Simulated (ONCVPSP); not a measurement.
## bismuth (Bi) ONCV: all-electron and pseudo phase curves

bismuth (Bi), optimised norm-conserving Vanderbilt (ONCV), made with ONCVPSP 4.0.1 (PBEsol, scalar-relativistic). Core [Kr] 4d10 4f14, reference 5s2 5p6 5d10 6s2 6p3. Waves: 5s+6s: rc 1.25 bohr, ncon 3, nbas 7, qcut 9.5 1/bohr, 2 projectors; 5p+6p: rc 1.70 bohr, ncon 4, nbas 8, qcut 8.8 1/bohr, 2 projectors; 5d: rc 1.35 bohr, ncon 5, nbas 8, qcut 8.3 1/bohr, 2 projectors, debl 3.8 Ha. Local part: polynomial inside 1.05 bohr (lpopt 5, dvloc0 0 Ha). Core correction: none.

The phase is arctan(r·R′/R) of the radial function R(r), unwrapped; energies in Ha, scanned from -7 to 5 Ha. A pole is an energy at which the radial function vanishes at the test radius. The pseudo phase is shifted by a multiple of π to meet the all-electron one at the reference energy, and phase errors are pseudo minus all-electron; the curves can meet again beyond the range given. Levels narrower than the energy grid can be missing from the lists of poles.

| channel | radius (bohr) | reference energy (Ha) | poles, all-electron | poles, pseudo | unbroken range about the reference energy with phases within 0.05 rad | phase error 1 Ha above the reference energy (rad) |
| --- | --- | --- | --- | --- | --- | --- |
| s | 1.27 | -0.53 | -4.73 | -4.73 | the whole range | -0.000 |
| p | 1.72 | -0.17 | -3.29 | -3.29 | the whole range | -0.001 |
| d | 1.37 | -0.99 | 1.29 | 1.29 | the whole range | -0.000 |

Phases in the p channel:

| E (Ha) | all-electron | pseudo |
| --- | --- | --- |
| -6.96 | 1.352 | 1.351 |
| -6.64 | 1.342 | 1.342 |
| -6.32 | 1.330 | 1.330 |
| -6.00 | 1.316 | 1.316 |
| -5.68 | 1.299 | 1.299 |
| -5.36 | 1.276 | 1.276 |
| -5.04 | 1.245 | 1.245 |
| -4.72 | 1.196 | 1.196 |
| -4.40 | 1.105 | 1.105 |
| -4.08 | 0.846 | 0.846 |
| -3.76 | -0.581 | -0.581 |
| -3.44 | -1.464 | -1.464 |
| -3.12 | -1.646 | -1.646 |
| -2.80 | -1.728 | -1.728 |
| -2.48 | -1.784 | -1.784 |
| -2.16 | -1.832 | -1.832 |
| -1.84 | -1.879 | -1.879 |
| -1.52 | -1.932 | -1.932 |
| -1.20 | -1.996 | -1.996 |
| -0.88 | -2.079 | -2.079 |
| -0.56 | -2.195 | -2.195 |
| -0.24 | -2.366 | -2.366 |
| 0.08 | -2.632 | -2.632 |
| 0.40 | -3.025 | -3.026 |
| 0.72 | -3.482 | -3.482 |
| 1.04 | -3.853 | -3.854 |
| 1.36 | -4.099 | -4.100 |
| 1.68 | -4.257 | -4.258 |
| 2.00 | -4.363 | -4.364 |
| 2.32 | -4.438 | -4.440 |
| 2.64 | -4.494 | -4.496 |
| 2.96 | -4.537 | -4.540 |
| 3.28 | -4.572 | -4.575 |
| 3.60 | -4.602 | -4.605 |
| 3.92 | -4.626 | -4.630 |
| 4.24 | -4.648 | -4.653 |
| 4.56 | -4.667 | -4.673 |
| 4.88 | -4.685 | -4.691 |
